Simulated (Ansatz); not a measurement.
Input file for CH3AlClFSe, SMILES `C[Se][Al]([F])[Cl]`:

```yaml
crystal:
  periodic: [false, false, false]
  atoms:
    - {symbol: C, position_ang: [-0.793303, -0.353853, 1.147104]}
    - {symbol: Se, position_ang: [0.838834, -1.155473, 0.397828]}
    - {symbol: Al, position_ang: [1.115839, 0.259259, -1.370138]}
    - {symbol: F, position_ang: [2.383705, 0.043908, -2.387166]}
    - {symbol: Cl, position_ang: [-0.202236, 1.830928, -1.736318]}
    - {symbol: H, position_ang: [-1.608386, -0.416028, 0.431616]}
    - {symbol: H, position_ang: [-0.612713, 0.678956, 1.431403]}
    - {symbol: H, position_ang: [-1.029540, -0.944796, 2.029771]}
basis:
  gaussian: {orbitals: def2-TZVPP}
correlation: {method: ccsd_t}
output: {orbitals: {seedname: orbitals}}
```

```sh
$ ansatz run in.yaml --threads 4 --pin off --events-out ev --progress --plain
```

The program prints (abridged):

```
Functional definition: HF
1455 factors; integrals over basis functions are off by at most 1.1e-3 eV
mean field evaluation 1: about -88178.2278 eV, gradient 3.6e1 eV
mean field evaluation 2: about -88178.4350 eV, gradient 3.6e1 eV
mean field evaluation 4: about -88181.1759 eV, gradient 2.8e0 eV
mean field evaluation 8: about -88181.2314 eV, gradient 2.6e-1 eV
mean field evaluation 16: about -88181.2318 eV, gradient 2.8e-6 eV
mean field -88181.23183729 eV, -3240.6004986348 hartree, gradient 2.8e-6 eV, S^2 0.000000; 0 other end points of the search recorded, 0 dependent functions left out
21 core orbitals not correlated: weight in the atoms' cores, before any rotation towards them, 1.000 or more for the frozen orbitals, at most 0.000 for the correlated occupied ones
reference -88181.23183729 eV, -3240.6004986348 hartree; 20, 20 occupied and 195, 195 virtual orbitals, 1455 factors
second order -26.00350661 eV of doubles, -0.00000000 eV of singles
cycle   1  -26.24039211 eV  change   -2.4e-1 eV  update   1.0e-1
cycle   2  -26.80132355 eV  change   -5.6e-1 eV  update   2.9e-2
cycle   3  -26.91804442 eV  change   -1.2e-1 eV  update   1.5e-2
cycle   4  -26.90512927 eV  change    1.3e-2 eV  update   3.6e-3
cycle   5  -26.90278610 eV  change    2.3e-3 eV  update   1.6e-3
cycle   6  -26.90350360 eV  change   -7.2e-4 eV  update   5.0e-4
cycle   7  -26.90324668 eV  change    2.6e-4 eV  update   1.8e-4
cycle   8  -26.90317408 eV  change    7.3e-5 eV  update   6.4e-5
cycle   9  -26.90320651 eV  change   -3.2e-5 eV  update   2.6e-5
perturbative correction -1.00328536 eV, -0.0368700569 hartree
Total energy: -88209.13832917 eV, -3241.6260432954 hartree
```

It took 2.3 min on 4 threads of a server CPU on a shared host, with 4.2 GiB of host memory at the peak.

Correlation energy per correlated electron: -0.698 eV. T1 diagnostic: 0.0100.
